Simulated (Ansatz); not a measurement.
The cluster VS2 (the lowest doublet isomer of a short search) was relaxed with PBE0-D4 (def2-TZVP) in Ansatz in these states: neutral doublet, neutral quartet. The geometries follow in no particular order.

A:

```xyz
3

V     0.6807    0.1856   -0.2306
S    -0.3199    1.1937    1.2112
S    -0.3608   -1.3793   -0.9807
```

B:

Cartesian coordinates in Å:
```
V 0.3864 -0.5747 0.6677
S 0.7035 -0.3253 -1.3800
S -1.0899 0.9000 0.7123
```

Problem. Judge from the bond lengths which geometry belongs to which state (an estimate).

Solution. A is the neutral doublet (V1–S3 2.024 Å, V1–S2 2.024 Å); B is the neutral quartet (V1–S3 2.087 Å, V1–S2 2.087 Å).

At PBE0-D4/def2-TZVP the charge 0 doublet is spin-contaminated (final ⟨S²⟩ up to 0.91, 0.75 for a pure state). At PBE0-D4/def2-TZVP a doublet lies 0.86 eV below the neutral quartet. These are the stationary points nearest to one start from a short search; other shapes may lie lower in each state.
